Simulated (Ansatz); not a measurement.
A nudged elastic band was laid between two geometries of ClF2HSi (5 atoms, charge 0, multiplicity 1).

Method: Ansatz, RKS PBE/def2-SVP.

```json
{
  "movable images": "7",
  "climbing image": "yes",
  "spring": "5.0 eV/Å²",
  "optimiser": "quadratic models (default)",
  "start path": "through a guess of the saddle point",
  "force threshold": "0.05 eV/Å",
  "iteration limit": "60",
  "end points": "relaxed"
}
```

Image 0:

```xyz
5
Properties=species:S:1:pos:R:3
Si 0.317 0.000 0.107
Cl 0.643 0.000 2.128
H 1.587 0.000 -0.657
F -0.559 1.306 -0.283
F -0.559 -1.306 -0.283
```

Image 8:

```xyz
5
Properties=species:S:1:pos:R:3
Si -0.326 0.000 -0.857
Cl 1.572 0.000 1.605
H 2.576 0.000 0.782
F -1.196 1.266 -0.259
F -1.196 -1.267 -0.260
```

Question: Which bonds break or form, and what moves?

Answer: Bonds broken: Si1–Cl2, Si1–H3. Bonds formed: Cl2–H3. ClF2HSi becomes ClH + F2Si.

Question: What energy profile does the band end with?

Answer: It converged. The highest image is number 4 of 0 to 8, 2.72 eV above the first end and 0.53 eV above the last; the last end lies 2.19 eV above the first. Neighbouring images differ by up to 1.2 eV, so the band resolves the path poorly. A vibrational analysis at the climbing image gives one clearly imaginary mode, 809i cm⁻¹: a first-order saddle point. The orbitals stay closed-shell, which can raise the energy where a bond breaks towards radicals; this wasn't checked here.

```json
{"image": "0", "path coordinate (Å)": "0.00", "energy (eV)": "0.00", "Si1–Cl2 (Å)": "2.05", "Si1–H3 (Å)": "1.48", "Cl2–H3 (Å)": "2.94"}
{"image": "1", "path coordinate (Å)": "0.34", "energy (eV)": "0.20", "Si1–Cl2 (Å)": "2.05", "Si1–H3 (Å)": "1.47", "Cl2–H3 (Å)": "2.62"}
{"image": "2", "path coordinate (Å)": "0.69", "energy (eV)": "0.94", "Si1–Cl2 (Å)": "2.11", "Si1–H3 (Å)": "1.47", "Cl2–H3 (Å)": "2.25"}
{"image": "3", "path coordinate (Å)": "1.03", "energy (eV)": "2.14", "Si1–Cl2 (Å)": "2.28", "Si1–H3 (Å)": "1.50", "Cl2–H3 (Å)": "1.92"}
{"image": "4", "path coordinate (Å)": "1.38", "energy (eV)": "2.72", "Si1–Cl2 (Å)": "2.50", "Si1–H3 (Å)": "1.64", "Cl2–H3 (Å)": "1.62"}
{"image": "5", "path coordinate (Å)": "1.76", "energy (eV)": "2.42", "Si1–Cl2 (Å)": "2.81", "Si1–H3 (Å)": "1.99", "Cl2–H3 (Å)": "1.36"}
{"image": "6", "path coordinate (Å)": "2.15", "energy (eV)": "2.28", "Si1–Cl2 (Å)": "3.07", "Si1–H3 (Å)": "2.44", "Cl2–H3 (Å)": "1.31"}
{"image": "7", "path coordinate (Å)": "2.53", "energy (eV)": "2.22", "Si1–Cl2 (Å)": "3.08", "Si1–H3 (Å)": "2.88", "Cl2–H3 (Å)": "1.30"}
{"image": "8", "path coordinate (Å)": "2.92", "energy (eV)": "2.19", "Si1–Cl2 (Å)": "3.11", "Si1–H3 (Å)": "3.33", "Cl2–H3 (Å)": "1.30"}
```

Question: What is the geometry of the highest image?

Answer: 
```xyz
5
Properties=species:S:1:pos:R:3:forces:R:3
Si 0.183 0.000 -0.436 0.04 0.00 -0.02
Cl 1.196 0.000 1.848 0.02 0.00 0.04
H 1.648 0.000 0.294 -0.03 0.00 -0.02
F -0.799 1.298 -0.347 -0.01 -0.02 0.00
F -0.799 -1.298 -0.347 -0.01 0.02 0.00
```

The run took 93 s on 1 thread of AMD EPYC 7R43 64-Core Processor (Zen 3), on a shared host, peak memory 0.13 GiB.
